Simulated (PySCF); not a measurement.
**TeO: one state, many levels of theory**

State: ³Σ⁻ (triplet), unpaired electrons π ↑↑. Set-up: basis Te cc-pVDZ-PP with ECP28, O cc-pVDZ; scalar-relativistic core potentials; PySCF 2.14. De refers to Te + O in their high-spin ground configurations, without counterpoise correction. The functionals are run spin-unrestricted. A positive dipole means Te(−)O(+). Levels whose curve was spin-contaminated or gave no clean fit are not listed.

| Level | Re (Å) | ωe (cm⁻¹) | De (eV) | μ (D) |
| --- | --- | --- | --- | --- |
| ROHF-CCSD(T) | 1.882 | 745 | 2.99 | n/a |
| PBE | 1.888 | 744 | 4.43 | -2.60 |
| PBEsol | 1.877 | 762 | 4.76 | -2.59 |
| PW91 | 1.886 | 746 | 4.46 | -2.61 |
| r²SCAN | 1.868 | 778 | 3.88 | -2.72 |
| PBE0 | 1.854 | 808 | 3.53 | -2.84 |
| M06-2X | 1.841 | 849 | 2.93 | -3.33 |
| LC-ωPBE | 1.826 | 873 | 3.31 | -3.07 |

The bond length runs from 1.826 Å (LC-ωPBE) to 1.888 Å (PBE). De spans 2.93 eV (M06-2X, hybrid meta-GGA) to 4.76 eV (PBEsol, GGA).

Correlated steps freeze 5 core orbitals. Correlated levels converge slowly with the basis: in double zeta they bind strong bonds too weakly, by up to about 1 eV, and carry superposition errors of some tenths. These are scalar-relativistic numbers at best; spin–orbit coupling would shift them, the dissociation energy most. The state was picked by a PBE0 search and need not be the measured ground state.
